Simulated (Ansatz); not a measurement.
A structure relaxed at r2SCAN-D4/def2-SVP in Ansatz, charge 0, singlet:

```xyz
6

Cr   -0.0379    0.0033    0.0133
O    -1.4701    0.1283    0.5155
F     0.1528    1.2948   -1.1020
F    -0.1404   -1.0189   -1.3625
F     0.6011   -1.3606    0.8377
F     0.8944    0.9531    1.0981
```

Problem. Give its formula, name or SMILES and point group.

Solution. CrOF₄. Point group C4v (tolerance 0.1 Å).

Problem. Summarise the bond lengths by kind (pairs closer than 1.2 times the sum of covalent radii, bridged metal pairs left out).

Solution. 4 × Cr–F 1.72 Å; 1 × Cr–O 1.52 Å. The metal has 5 neighbours: O 1.52 Å, F 1.72 Å, F 1.72 Å, F 1.72 Å, F 1.72 Å.

The restricted singlet is unstable towards broken spin symmetry at other levels; at r2SCAN-D4/def2-SVP this wasn't settled.
